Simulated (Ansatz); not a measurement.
# Which is lower?

The two ends of one reaction step of SiHClF4, closed shell (PBE0-D4/def2-TZVP).

A:

```
7
angstrom
Si -0.9100 -0.0205 -0.3237
F 1.9753 -0.5224 0.8962
F -0.1871 -1.1541 -1.1214
F -2.3598 0.1282 -0.9036
F -1.0334 -0.4149 1.1840
H 2.4632 0.2532 0.8013
Cl 0.0518 1.7307 -0.5329
```

B:

Si1  (-0.558, -0.852, -0.110)
F2  (0.986, -0.738, -0.347)
F3  (-0.998, -2.325, -0.391)
F4  (-1.315, 0.102, -1.086)
F5  (-0.895, -0.492, 1.370)
H6  (1.907, 1.817, 0.109)
Cl7  (0.873, 2.488, 0.454)
(Å)

Computed with Ansatz 0.2.0 (basis: def2-TZVPP); correlated methods freeze the cores. B3LYP uses VWN-RPA correlation.

Q: Which structure is lower at CCSD(T), and by how much? (To be estimated.)

A: By the calculation: B, by 57.7 kJ/mol (electronic energy, against the other). By their contacts, A is a complex of SiClF₃ ([F][Si]([F])([F])[Cl]) + HF and B is a complex of SiF₄ ([F][Si]([F])([F])[F]) + HCl.

All methods give the same order:

```csv
method,E(B) − E(A) (kJ/mol)
SPW92,-46.5
PBE-D4,-43.6
BLYP-D4,-52.8
r2SCAN-D4,-52.7
B97M-V,-55.9
PBE0-D4,-46.4
B3LYP-D4,-55.0
r2SCAN0-D4,-53.2
BHLYP-D4,-58.8
CAM-B3LYP-D4,-58.6
wB97X-V,-51.7
wB97M-V,-51.3
B2PLYP,-57.1
PBE-QIDH,-50.8
RPA on PBE,-60.4
HF,-69.0
MP2,-53.1
CCSD,-60.3
CCSD(T),-57.7
```

T1 diagnostic: at most 0.011.

Labels in which every atom is bracketed show which atoms are joined, not bond orders.

For scale, one of the runs: CCSD(T)/def2-TZVPP, 222 basis functions, launched by `ansatz run in.yaml --threads 8 --pin off --events-out ev --progress --plain --max-ram 19148MiB`. Time: 72 s of wall clock on 8 CPU threads of an Arm Neoverse V2; the host was shared. Peak host memory: 3.8 GiB.
